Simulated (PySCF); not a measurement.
C3H9FSi, SMILES C[Si](C)(C)F.

Geometry optimised at B3LYP-D3(BJ)/def2-SVP.

Level of theory: TDDFT-PBE/def2-SVPD run with PySCF.

Vertical excitations; the highest root listed may be one member of a degenerate set. The molecule is in vacuum. State labels are in the subgroup Cs.

| state | symmetry | energy (eV) | λ (nm) | f | main pairs |
|---|---|---|---|---|---|
| S1 | A" | 7.10 | 175 | 0.051 | HOMO−1→LUMO (degenerate set) |
| S2 | A' | 7.10 | 175 | 0.051 | HOMO→LUMO (degenerate set) |
| S3 | A" | 8.04 | 154 | 0.006 | HOMO−1→LUMO+1 (degenerate set) |
| S4 | A' | 8.04 | 154 | 0.006 | HOMO→LUMO+1 (degenerate set) |
| S5 | A" | 8.08 | 153 | 0.000 | HOMO−1→LUMO+2 50 %, HOMO→LUMO+3 50 % |
| S6 | A" | 8.11 | 153 | 0.043 | HOMO→LUMO+3, HOMO−1→LUMO+2 (degenerate set) |
| S7 | A' | 8.11 | 153 | 0.043 | HOMO→LUMO+2, HOMO−1→LUMO+3 (degenerate set) |
| S8 | A' | 8.22 | 151 | 0.009 | HOMO−1→LUMO+3 50 %, HOMO→LUMO+2 49 % |
| S9 | A' | 8.75 | 142 | 0.006 | HOMO→LUMO+4 (degenerate set) |
| S10 | A" | 8.75 | 142 | 0.006 | HOMO−1→LUMO+4 (degenerate set) |
| T1 | A" | 6.98 | 178 | 0 | HOMO−1→LUMO (degenerate set) |
| T2 | A' | 6.98 | 178 | 0 | HOMO→LUMO (degenerate set) |
| T3 | A" | 7.72 | 161 | 0 | HOMO−1→LUMO+1 (degenerate set) |
| T4 | A' | 7.72 | 161 | 0 | HOMO→LUMO+1 (degenerate set) |
Triplets are in the Tamm–Dancoff approximation, which puts them higher than full response would, so one can lie above its singlet here.
